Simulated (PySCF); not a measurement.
B(H)2(Vi), SMILES C=CB (PBE0/def2-SVP optimised geometry):

```
8

B     -1.345    -0.546     0.000
H     -1.932     0.513     0.000
H     -1.984    -1.574     0.001
C      0.197    -0.546     0.000
C      0.888     0.610     0.006
H      0.769    -1.483    -0.003
H      1.984     0.649     0.009
H      0.367     1.574     0.009
```

Computed with PBE0/def2-TZVP (PySCF).

Task: What are the frontier orbital energies and the dipole moment?

Result: HOMO-2 -9.31 eV, HOMO-1 -9.14 eV, HOMO -8.47 eV, LUMO -2.11 eV, LUMO+1 0.99 eV; dipole moment 1.36 D.

On the same geometry PBE/def2-TZVP run with PySCF gives HOMO-2 -7.87 eV, HOMO-1 -7.70 eV, HOMO -7.46 eV, LUMO -3.12 eV, LUMO+1 -0.09 eV; dipole moment 1.44 D.

Meta-Löwdin charges at PBE0/def2-TZVP: B1 -0.03, H2 0.01, H3 0.01, C4 -0.20, C5 -0.16, H6 0.12, H7 0.13, H8 0.13.
